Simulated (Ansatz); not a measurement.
Program: Ansatz. Geometries: PBE0-D4/def2-TZVP. ΔE: electronic, gas phase. CCSD(T)/CBS adds triple-zeta CCSD(T) − MP2 to the extrapolated MP2 energy (def2 sets, frozen cores). This one scheme is used for every species. DFT in def2-TZVPP. B3LYP here is the variant with VWN-RPA as its local correlation; programs differ in this. One conformer a species, not always the lowest.

Consider the formal exchange of groups at a B–Cl bond: `C[SiH2]B(N)Cl` + `[AlH3]` → `C[SiH2][B](N)[AlH2]` + HCl.

(1) Is it downhill or uphill in electronic energy at CCSD(T)/CBS, and by how much? (Estimate.)

(2) What do these levels give: r2SCAN-D4, PBE0-D4, B3LYP-D4, r2SCAN, PBE0, HF/def2-TZVPP, MP2/def2-TZVPP, SCS-MP2/def2-TZVPP, CCSD(T)/def2-TZVPP, HF/def2-QZVPP, MP2/def2-QZVPP, SCS-MP2/def2-QZVPP? (An estimate is asked.)

Largest T1 diagnostic among the species: 0.013.

Results:

(1) Ansatz gave: Uphill: ΔE = +118.5 kJ/mol.

(2) Ansatz gave: r2SCAN-D4 122.8, PBE0-D4 115.4, B3LYP-D4 121.7, r2SCAN 123.1, PBE0 115.9, HF/def2-TZVPP 137.9, MP2/def2-TZVPP 127.4, SCS-MP2/def2-TZVPP 126.4, CCSD(T)/def2-TZVPP 117.2, HF/def2-QZVPP 137.8, MP2/def2-QZVPP 128.2, SCS-MP2/def2-QZVPP 127.2 kJ/mol.

From PBE to PBE0 (25 % exact exchange), in def2-TZVPP and without D4, ΔE moves by +4.9 kJ/mol. In def2-TZVPP, CCSD(T) changes the Hartree–Fock value by −20.8 kJ/mol (the triples alone add −1.6 kJ/mol) and MP2 by −10.5 kJ/mol.
